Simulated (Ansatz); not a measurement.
`FC1([SiH3])C=C1` → 3 C• + F• + 5 H• + Si•  (atomization)

Program: Ansatz. Geometries: PBE0-D4/def2-TZVP. ΔE: electronic, gas phase. CCSD(T)/CBS is the MP2 limit (def2-TZVPP, def2-QZVPP) plus CCSD(T) − MP2 in def2-TZVPP, frozen cores. This one scheme is used for every species, atoms too. Functionals use def2-TZVPP. Open shells (•) are unrestricted, without spin–orbit coupling. Spin–orbit coupling would lower the free atoms: a little for C, F, Si.

```csv
level,ΔE (kJ/mol)
PBE0-D4,3812.4
ωB97M-V,3800.4
PBE,3874.1
HF/def2-QZVPP,2733.5
```

**Question.** What does CCSD(T)/CBS give? (An estimate is asked.)

**Answer.** Ansatz gave: +3779.4 kJ/mol. The listed levels differ from it by 33.0, 21.0, 94.7, -1045.9 kJ/mol.

Largest T1 diagnostic among the species: 0.012.

In def2-TZVPP, CCSD(T) changes the Hartree–Fock value by +948.2 kJ/mol (the triples alone add +65.7 kJ/mol) and MP2 by +1032.2 kJ/mol; breaking electron pairs costs correlation energy, which Hartree–Fock lacks. The D4 term adds +31.7 kJ/mol with B3LYP and +16.5 kJ/mol with PBE0; it sums over pairs of atoms, weighted by their polarisabilities, and B3LYP, whose exchange is more repulsive, gets the larger term.

B3LYP here is the variant with VWN-RPA as its local correlation; programs differ in this.

For atomizations the MP2-based limit and the directly extrapolated one differ by several kJ/mol either way, and by 10 to 25 for some Ge, Se and Sn compounds, so smaller differences from it don't rank the levels.
